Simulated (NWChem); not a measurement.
# GeSiH4, singlet; SMILES [SiH3][GeH]

All runs: NWChem. Low-valent species are run as closed-shell singlets; no triplet was tried in these runs. All runs use the structure optimised with PBE0/def2-SVP. Vertical excitations in the gas phase; the lowest state need not have the same character in each row.

```json
[
 {"level": "PBE/def2-SVP, full TDDFT", "lowest excitation, singlet (eV)": "1.92", "oscillator strength of that lowest state": "0.003", "orbital gap (eV)": "1.54"},
 {"level": "B3LYP/def2-SVP, full TDDFT", "lowest excitation, singlet (eV)": "1.91", "oscillator strength of that lowest state": "0.003", "orbital gap (eV)": "2.93"},
 {"level": "PBE0/def2-SVP, full TDDFT", "lowest excitation, singlet (eV)": "1.96", "oscillator strength of that lowest state": "0.004", "orbital gap (eV)": "[?]"},
 {"level": "LDA (Slater exchange, VWN5)/def2-SVP, full TDDFT", "lowest excitation, singlet (eV)": "1.85", "oscillator strength of that lowest state": "0.002", "orbital gap (eV)": "1.43"}
]
```

**Question.** Fill in the missing entries.

**Answer.** 
- PBE0/def2-SVP, full TDDFT, orbital gap (eV): 3.34
